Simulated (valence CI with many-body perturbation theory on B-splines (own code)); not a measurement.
## Which ion has this spectrum?

A relativistic CI+MBPT calculation for an atom or ion with 5 electrons gives these levels (eV):

```
  J  Parity       E     g
1/2     odd    0.00  0.65
1/2    even  106.86  2.39
3/2     odd  107.60  1.32
3/2    even  184.60  1.69
5/2    even  206.87  1.42
3/2    even  244.70  0.92
1/2    even  250.64  1.13
5/2    even  311.45  1.36
1/2    even  364.27  1.79
3/2    even  365.48  1.22
3/2     odd  366.17  1.46
3/2     odd  453.70  1.38
5/2     odd  468.64  1.19
1/2     odd  497.06  0.65
```

The energies are calculated, and their last digits are not significant.

(1) Which is it?
A. Tc38+
B. Y34+
C. Ru39+
D. Nb36+

Answers

(1) D. Nb36+, ground level (2s^2 2p1/2) J=1/2.
